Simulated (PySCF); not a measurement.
Gas-phase XPS of `N#C[C@@](F)(CF)CCl`, computed

C₄H₄ClF₂N.
Structure used (PBE0-D3(BJ)/def2-SVP), in Å, numbered top down from 1:
```
atom  x, y, z in Å
N1    -0.394    2.754    0.235
C2    -0.178    1.650   -0.030
C3     0.133    0.253   -0.382
F4     0.665    0.233   -1.649
C5     1.173   -0.283    0.596
F6     1.370   -1.610    0.362
C7    -1.124   -0.613   -0.445
Cl8   -1.979   -0.641    1.105
H9     0.820   -0.135    1.628
H10    2.116    0.266    0.441
H11   -1.796   -0.219   -1.217
H12   -0.815   -1.634   -0.703
```

Computed, not measured: PySCF 2.14.0, delta-SCF UKS SCAN, pcX-2 on the ionised atom, pcseg-1 elsewhere, spin-free X2C. These are vertical core ionisation energies against the vacuum level, from separate self-consistent calculations with and without the core hole.

Problem. What binding energy does each computed site have?

Solution. 
```csv
atom(s),environment,level,binding energy (eV),2p1/2 (eV),above the level's lowest (eV),count
N1,nitrile nitrogen,N 1s,406.09,–,0.00,1
C2,nitrile carbon,C 1s,293.09,–,0.00,1
C3,sp3 C–F carbon,C 1s,295.30,–,+2.21,1
F4,alkyl fluorine,F 1s,693.56,–,0.00,1
C5,sp3 C–F carbon,C 1s,294.29,–,+1.20,1
F6,alkyl fluorine,F 1s,693.58,–,+0.02,1
C7,sp3 C–Cl carbon,C 1s,293.33,–,+0.24,1
Cl8,alkyl chlorine,Cl 2p3/2,206.92,208.58,0.00,1
Cl8,alkyl chlorine,Cl 1s,2829.51,–,0.00,1
```

Lowest listed C 1s: C2, bonded to N (triple bond) and C. Highest, 2.21 eV above it: C3, bonded to F and 3 C.

The 2 F 1s values lie within 0.02 eV of each other; Gaussian lines of 0.5 eV full width would blend them into one maximum.

Problem. Which effective nuclear charge Zeff reproduces each element's mean 1s value in the hydrogen-like formula E = 13.606 eV × Zeff²?

Solution. C (Z = 6): mean 294.0 eV, Zeff = 4.65, Z − Zeff = 1.35; N (Z = 7): mean 406.1 eV, Zeff = 5.46, Z − Zeff = 1.54; F (Z = 9): mean 693.6 eV, Zeff = 7.14, Z − Zeff = 1.86; Cl (Z = 17): mean 2829.5 eV, Zeff = 14.42, Z − Zeff = 2.58. Means run over the listed sites, weighted by atom count.

The 2p values aren't plain energy differences: one relaxed spin-free 2p hole is combined with a matrix within the shell (ground-state 2p orbital-energy differences and spin–orbit coupling). 2p3/2, the mean of its two sublevels, lies a third of the splitting below the shell's mean and 2p1/2 two thirds above it; the statistical areas are 2:1. 2p1/2 minus 2p3/2 (ligand field included): Cl 1.65 eV. One conformer (not necessarily the lowest) at the PBE0-D3(BJ)/def2-SVP geometry, without solvent, vibrations or thermal averaging.

Hardware: Arm Neoverse V1, one thread (shared host). Cost: 74 s wall.
